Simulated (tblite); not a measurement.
Compound: C3H7ClOSi.
Z-matrix (Å and degrees, GFN2-xTB geometry), rows numbered from 1:
```
C 
C   1  1.4943
C   2  1.3268  1  123.19
Cl  3  1.7427  2  119.98  1   179.91
O   3  1.3249  2  124.99  1    -0.07
Si  5  1.6422  3  131.05  2  -179.98
H   1  1.0859  2  110.39  3     0.09
H   1  1.0893  2  110.19  3   120.67
H   1  1.0894  2  110.14  3  -120.47
H   2  1.0779  1  117.68  3   179.95
H   6  1.4538  5   97.28  3  -179.98
H   6  1.4610  5  110.19  3   -60.96
H   6  1.4610  5  110.21  3    61.08
```

All values are computed: GFN2-xTB (tblite) harmonic vibrations without scaling, gas phase. This tight-binding method is rough: wavenumbers can miss measured ones by several per cent, in bad cases by 10 to 20. Modes of hydrogen on silicon can be 10 to 20 % off. One conformer, not necessarily the lowest.

Harmonic wavenumbers (cm⁻¹): 62.3, 110.2, 119.1, 160.6, 188.3, 215.8, 378.3, 434.1, 511.3, 597.9, 601.2, 659.0, 748.3, 794.1, 795.1, 811.5, 844.5, 1001.1, 1033.6, 1104.1, 1140.6, 1289.5, 1397.1, 1472.5, 1477.9, 1721.2, 2268.2, 2288.7, 2350.4, 3000.2, 3014.8, 3060.0, 3109.4.

A = 2836, B = 1772, C = 1112 MHz; mass 121.995 u (most abundant isotopes); point group Cs, symmetry number 1.

What is the zero-point energy?

½Σν̃ = 19380 cm⁻¹ = 55.41 kcal/mol.

Give the ideal-gas entropy at 400 K and 1 bar in the rigid-rotor, harmonic-oscillator model (classical rotation).

Translation 41.80, rotation 29.32, vibration 30.58: S = 101.7 cal/(mol K).

And Cp and H(400 K) − H(0)?

Cp = 37.87 cal/(mol K), of which vibrations give 29.92 (their classical limit is 33 R = 65.6); H(400 K) − H(0) = 9.54 kcal/mol without the zero-point energy, 6.36 from vibrations.

Which modes carry the vibrational entropy at 400 K?

62.3 cm⁻¹: 4.96; 110.2 cm⁻¹: 3.84; 119.1 cm⁻¹: 3.69; 160.6 cm⁻¹: 3.11; 188.3 cm⁻¹: 2.80; 215.8 cm⁻¹: 2.54 cal/(mol K); the other 27 give 9.64 together.

What must be added to the electronic energy to get the Gibbs energy at 400 K and 1 bar?

ZPE + [H(400 K) − H(0)] − T·S = 55.41 + 9.54 − 40.68 = 24.27 kcal/mol.

Hindered rotation and anharmonicity are outside this model. Other conformers, if any are populated, would add a mixing term that is left out.

Hardware: one thread, Arm Neoverse V1 (aarch64), no GPU (shared host). Cost: 0.38 s of wall time. This covers the Hessian and the dipole derivatives.
